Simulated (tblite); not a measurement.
Species: C8H11P.
Geometry (GFN2-xTB, Å), atoms numbered from 1 in this order:
```
atom  x, y, z in Å
C1    -3.045   -0.298   -1.116
C2    -2.447    0.612   -0.043
C3    -0.946    0.496   -0.031
C4    -0.351   -0.530    0.680
C5     1.011   -0.764    0.737
C6     1.952    0.017    0.074
C7     3.407   -0.320    0.231
C8     1.573    1.093   -0.705
P9    -0.044    1.647   -0.981
H10   -4.130   -0.218   -1.120
H11   -2.773   -1.335   -0.932
H12   -2.670   -0.014   -2.097
H13   -2.737    1.644   -0.251
H14   -2.848    0.333    0.934
H15   -1.002   -1.195    1.237
H16    1.365   -1.596    1.330
H17    3.730   -0.107    1.250
H18    3.577   -1.379    0.041
H19    4.023    0.261   -0.452
H20    2.351    1.665   -1.198
```

Calculated harmonic vibrations of the isolated species, GFN2-xTB (tblite), most abundant isotopes, no scaling. The method is semi-empirical: single wavenumbers can be off by several per cent or more. One conformer, not necessarily the lowest.

Harmonic wavenumbers (cm⁻¹): 26.9, 42.3, 81.8, 192.6, 198.9, 243.4, 290.6, 346.3, 352.1, 390.6, 469.4, 497.9, 604.1, 694.1, 712.6, 790.6, 820.8, 849.2, 865.1, 918.6, 977.8, 996.9, 1026.8, 1030.3, 1054.9, 1076.8, 1156.5, 1191.6, 1213.2, 1235.0, 1283.3, 1315.5, 1350.1, 1402.2, 1405.5, 1409.4, 1481.8, 1482.1, 1485.0, 1496.5, 1502.9, 1525.9, 1563.1, 2958.0, 2970.0, 3000.6, 3020.1, 3026.6, 3027.2, 3028.7, 3032.4, 3035.5, 3042.8, 3067.8.

A = 2958, B = 909.6, C = 745.6 MHz; mass 138.060 u (most abundant isotopes); point group C1, symmetry number 1.

Problem. What is the zero-point energy?

Solution. Half the sum of the wavenumbers: 36130 cm⁻¹ = 103.30 kcal/mol.

Problem. Give the ideal-gas entropy at 400 K and 1 bar in the rigid-rotor, harmonic-oscillator model (classical rotation).

Solution. Translation 42.17, rotation 30.34, vibration 40.50: S = 113.0 cal/(mol K).

Problem. And Cp and H(400 K) − H(0)?

Solution. Cp = 48.61 cal/(mol K), of which vibrations give 40.66 (their classical limit is 54 R = 107.3); H(400 K) − H(0) = 11.27 kcal/mol without the zero-point energy, 8.09 from vibrations.

Problem. Blend soft modes into free rotors: weight 1/[1 + (100 cm⁻¹/ν̃)⁴] for the oscillator and the rest for a rotor with moment μB/(μ + B), μ = h/(8π²ν), B = 10⁻⁴⁴ kg m². What vibrational entropy results?

Solution. 35.89 cal/(mol K) in place of 40.50, which changes −T·S at 400 K by +1.84 kcal/mol.

Problem. How do the functions run with temperature in this model?

Solution. 
| T (K) | S (cal/(mol K)) | Cp (cal/(mol K)) | H − H(0) (kcal/mol) | G − H(0) (kcal/mol) | ln q(vib) |
| --- | --- | --- | --- | --- | --- |
| 100 | 71.8 | 18.2 | 1.33 | -5.85 | 2.48 |
| 200 | 87.4 | 27.8 | 3.64 | -13.84 | 5.11 |
| 300 | 100.6 | 38.2 | 6.93 | -23.25 | 7.66 |
| 500 | 124.9 | 57.8 | 16.61 | -45.83 | 12.75 |
| 800 | 156.7 | 77.3 | 37.14 | -88.20 | 20.23 |
| 1000 | 174.9 | 85.7 | 53.49 | -121.40 | 24.94 |

q(vib) and H(0) count from the zero-point level.

Problem. Which modes carry the vibrational entropy at 400 K?

Solution. 26.9 cm⁻¹: 6.63; 42.3 cm⁻¹: 5.73; 81.8 cm⁻¹: 4.43; 192.6 cm⁻¹: 2.76; 198.9 cm⁻¹: 2.69; 243.4 cm⁻¹: 2.31 cal/(mol K); the other 48 give 15.95 together.

Problem. What must be added to the electronic energy to get the Gibbs energy at 400 K and 1 bar?

Solution. ZPE + [H(400 K) − H(0)] − T·S = 103.30 + 11.27 − 45.20 = 69.37 kcal/mol.

Hindered rotation and anharmonicity are outside this model. Other conformers, if any are populated, would add a mixing term that is left out. The structure is chiral; the term R ln 2 for an equal mix with its mirror image is left out.

The run took 0.9 s on one thread of an Arm Neoverse V1, on a shared host. The figure is for the frequency step alone.
